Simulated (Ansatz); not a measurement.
One change: `[SiH3]S[SiH]1CO1` becomes `[SiH3]C[SiH]1CO1`.

Ansatz, PBE0-D4/def2-TZVP geometries, multiplicity 1. Each molecule was computed in one conformer, which needn't be the lowest.

```json
{"property": "size of the dipole moment (PBE/def2-TZVPP) / D", "`[SiH3]S[SiH]1CO1`": "1.83"}
{"property": "HOMO energy (B3LYP/def2-TZVPP) / eV", "`[SiH3]S[SiH]1CO1`": "-7.21"}
{"property": "LUMO energy (ωB97M-V/def2-TZVPP) / eV", "`[SiH3]S[SiH]1CO1`": "1.33"}
{"property": "HOMO energy (PBE/def2-TZVPP) / eV", "`[SiH3]S[SiH]1CO1`": "-6.20"}
{"property": "HOMO–LUMO gap (ωB97M-V/def2-TZVPP) / eV", "`[SiH3]S[SiH]1CO1`": "10.94"}
{"property": "size of the dipole moment (ωB97M-V/def2-TZVPP) / D", "`[SiH3]S[SiH]1CO1`": "2.11"}
```

(1) What does the change do to each property? (Estimate.)

Answers

(1) The calculation gave: 
| property | `[SiH3]C[SiH]1CO1` | shift |
| --- | --- | --- |
| size of the dipole moment (PBE/def2-TZVPP) / D | 1.59 | -0.24 |
| HOMO energy (B3LYP/def2-TZVPP) / eV | -7.22 | -0.01 |
| LUMO energy (ωB97M-V/def2-TZVPP) / eV | 1.49 | 0.16 |
| HOMO energy (PBE/def2-TZVPP) / eV | -6.17 | 0.03 |
| HOMO–LUMO gap (ωB97M-V/def2-TZVPP) / eV | 11.19 | 0.25 |
| size of the dipole moment (ωB97M-V/def2-TZVPP) / D | 1.86 | -0.25 |

Dipoles are sizes alone; their direction can turn.

B3LYP here is the variant with VWN-RPA as its local correlation; programs differ in this.
